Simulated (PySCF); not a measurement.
**Radial density of F²⁺ (fluorine, charge +2)**

UHF, [He] 2s1 2p3 3s1, high-spin 6S determinant (an excited configuration). Calculation: PySCF 2.14, in aug-cc-pVTZ with one added diffuse shell each of s, p, d, f type (6s5p4d3f, 62 functions); no relativity, point nucleus.

```json
{"r (bohr)": "0.00324", "4πr²ρ (e/bohr)": "0.05511", "4πr²(ρα − ρβ)": "0.0020"}
{"r (bohr)": "0.00546", "4πr²ρ (e/bohr)": "0.1505", "4πr²(ρα − ρβ)": "0.0054"}
{"r (bohr)": "0.00918", "4πr²ρ (e/bohr)": "0.3969", "4πr²(ρα − ρβ)": "0.0142"}
{"r (bohr)": "0.0154", "4πr²ρ (e/bohr)": "1.005", "4πr²(ρα − ρβ)": "0.0359"}
{"r (bohr)": "0.0260", "4πr²ρ (e/bohr)": "2.353", "4πr²(ρα − ρβ)": "0.0842"}
{"r (bohr)": "0.0437", "4πr²ρ (e/bohr)": "4.862", "4πr²(ρα − ρβ)": "0.1744"}
{"r (bohr)": "0.0735", "4πr²ρ (e/bohr)": "8.117", "4πr²(ρα − ρβ)": "0.2964"}
{"r (bohr)": "0.124", "4πr²ρ (e/bohr)": "9.611", "4πr²(ρα − ρβ)": "0.4168"}
{"r (bohr)": "0.208", "4πr²ρ (e/bohr)": "6.826", "4πr²(ρα − ρβ)": "0.7554"}
{"r (bohr)": "0.350", "4πr²ρ (e/bohr)": "3.905", "4πr²(ρα − ρβ)": "2.3565"}
{"r (bohr)": "0.588", "4πr²ρ (e/bohr)": "4.658", "4πr²(ρα − ρβ)": "4.5750"}
{"r (bohr)": "0.989", "4πr²ρ (e/bohr)": "3.172", "4πr²(ρα − ρβ)": "3.1716"}
{"r (bohr)": "1.66", "4πr²ρ (e/bohr)": "0.7479", "4πr²(ρα − ρβ)": "0.7479"}
{"r (bohr)": "2.80", "4πr²ρ (e/bohr)": "0.4079", "4πr²(ρα − ρβ)": "0.4079"}
{"r (bohr)": "4.71", "4πr²ρ (e/bohr)": "0.07048", "4πr²(ρα − ρβ)": "0.0705"}
{"r (bohr)": "7.92", "4πr²ρ (e/bohr)": "2.130e-05", "4πr²(ρα − ρβ)": "0.0000"}
```

The outer electron is Rydberg-like, and this basis confines it to a smaller radius and binds it less than a complete one would.
